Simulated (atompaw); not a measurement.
# aluminium (Al): one change to a PAW (atompaw) potential, before and after

```json
{"Element": "aluminium (Al)", "Generator": "atompaw 4.2.0.5", "Type": "PAW", "Functional": "LDA (PW92)", "Relativity": "scalar-relativistic", "Frozen core": "[Ne]", "Valence charge": "3", "Reference configuration": "3s1.5 3p1.5", "Partial waves": "3s (bound): rc 2.65 bohr; 3s channel at -0.2 Ry: rc 2.65 bohr; 3p (bound): rc 2.65 bohr; 3p channel at 0.85 Ry: rc 2.65 bohr; 3d channel at 0.25 Ry: rc 2.60 bohr; 3d channel at 1.4 Ry: rc 2.60 bohr", "Local potential": "troulliermartins scheme with l = 3 at 0.5 Ry, radius 2.00 bohr", "Core correction": "smooth core density matched at 2.05 bohr", "Augmentation charge": "besselshape compensation charge, radius 2.25 bohr; PAW radius 2.65 bohr; waves and projectors: custom polynom2 7 10 vanderbiltortho"}
```

All-electron outer shells of the reference configuration (LDA (PW92), scalar-relativistic, ld1.x):

```
shell  level (eV)  outermost node (bohr)  outermost maximum (bohr)
   2s     -108.42                   0.17                      0.50
   2p      -70.63                      –                      0.43
   3s       -8.27                   0.80                      2.03
   3p       -3.11                   0.82                      2.58
```

Change: wave 3s (bound): rc 2.65 bohr becomes 3s (bound): rc 2.30 bohr.

Cutoffs: the cutoffs (Ry, on a coarse ladder) from which the occupation-weighted sum of valence levels, in a spherical-Bessel basis at the reference potential, stays within 10 and 1 mRy of its value at 400 Ry; they do not see the model core or the augmentation charge, which bear on the density cutoff.

**Question.** What does the change do?

**Answer.** The potential gets softer (8 Ry and 21 Ry → 8 Ry and 18 Ry); the range in which the s phases agree narrows (upper end 2.0 → 1.0); neither file shows a bound ghost.

| quantity | base | changed |
| --- | --- | --- |
| cutoff, loose | 8 Ry | 8 Ry |
| cutoff, tight | 21 Ry | 18 Ry |
| bound ghosts | none | none |
| s: phases at 2.65 bohr within 0.05 rad from the reference energy up to (Ry; the scan ends near 5) | 2.0 | 1.0 |
| p: phases at 2.65 bohr within 0.05 rad from the reference energy up to (Ry; the scan ends near 5) | 3.3 | 3.3 |
| d: phases at 2.65 bohr within 0.05 rad from the reference energy up to (Ry; the scan ends near 5) | 3.7 | 3.7 |
| lowest overlap eigenvalue by channel | s 0.88, p 0.89, d 0.93 | s 0.07, p 0.89, d 0.93 |

 The cutoffs see the waves, projectors and local potential, not the compensation charge or the core.
